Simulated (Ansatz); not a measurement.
`[NH2][GaH][CH]=O` + H₂O → `[NH2][GaH][OH]` + `C=O`  (formal hydrolysis of a Ga–C bond)

Program: Ansatz. Geometries: PBE0-D4/def2-TZVP. ΔE: electronic, gas phase. CCSD(T)/CBS adds triple-zeta CCSD(T) − MP2 to the extrapolated MP2 energy (def2 sets, frozen cores). This one scheme is used for every species. DFT in def2-TZVPP. For Ga outer-core shells are correlated without core-valence functions, which leaves a few kJ/mol of doubt a bond. Scalar relativity is left out up to krypton. One conformer a species, not always the lowest.

| level | ΔE (kcal/mol) | difference from CCSD(T)/CBS |
| --- | --- | --- |
| LDA (SPW92) | -15.9 | 2.8 |
| revPBE-D4 | -15.7 | 3.0 |
| r2SCANh-D4 | -18.7 | 0.0 |
| ωB97M-V | -18.6 | 0.1 |
| PBE | -16.5 | 2.2 |
| revPBE | -16.7 | 2.0 |
| BLYP | -18.0 | 0.7 |
| BHLYP | -20.7 | -2.0 |
| MP2/def2-SVP | -22.6 | -3.9 |
| SCS-MP2/def2-TZVPP | -21.1 | -2.4 |
| CCSD(T)/def2-TZVPP | -19.4 | -0.7 |
| HF/def2-QZVPP | -23.6 | -4.9 |
| MP2/def2-QZVPP | -20.1 | -1.4 |
| HF/CBS(def2) | -23.6 | -4.9 |
| MP2/CBS(def2) | -19.7 | -1.0 |
| CCSD/CBS(def2) | -19.2 | -0.5 |
| CCSD(T)/CBS | -18.7 | 0 |

(1) What do rigid-rotor, harmonic-oscillator terms from PBE0-D4/def2-TZVP frequencies (298.15 K, 1 bar) make of the CCSD(T)/CBS value? (An estimate is asked.)

Largest T1 diagnostic among the species: 0.016.

Answers

(1) Ansatz gave: ΔZPE = +0.4 kcal/mol, ΔH = -18.7 kcal/mol, ΔS = 3 J/(mol·K), ΔG = -18.9 kcal/mol.

In def2-TZVPP, CCSD(T) changes the Hartree–Fock value by +4.0 kcal/mol (the triples alone add +0.6 kcal/mol) and MP2 by +3.0 kcal/mol. The D4 term adds +0.9 kcal/mol with B3LYP and +0.5 kcal/mol with PBE0; it sums over pairs of atoms, weighted by their polarisabilities, and B3LYP, whose exchange is more repulsive, gets the larger term. At CCSD(T), def2-SVP lies −2.8 kcal/mol from the extrapolated value and def2-TZVPP −0.7 kcal/mol.

B3LYP here is the variant with VWN-RPA as its local correlation; programs differ in this.
